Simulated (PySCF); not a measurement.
Sn(Me)2, SMILES [CH3][Sn][CH3] (C2H6Sn) (PBE0/def2-SVP optimised geometry):

```
9

Sn    -0.748    -0.794     0.000
C      1.458    -0.794     0.000
H      1.831    -0.229     0.872
H      1.824    -0.272    -0.902
H      1.886    -1.806     0.022
C     -0.854     1.410     0.000
H     -0.321     1.806    -0.882
H     -0.337     1.804     0.892
H     -1.886     1.790    -0.008
```

Calculation: PBE0/def2-TZVP, def2 effective core potentials past Kr run with PySCF.

Q: What are the frontier orbital energies and the dipole moment?

A: HOMO-2 -10.64 eV, HOMO-1 -7.41 eV, HOMO -5.95 eV, LUMO -2.33 eV, LUMO+1 0.34 eV; dipole moment 0.15 D.

On the same geometry PBE/def2-TZVP, def2 effective core potentials past Kr (PySCF) gives HOMO-2 -9.15 eV, HOMO-1 -6.24 eV, HOMO -5.01 eV, LUMO -3.08 eV, LUMO+1 -0.30 eV; dipole moment 0.14 D.
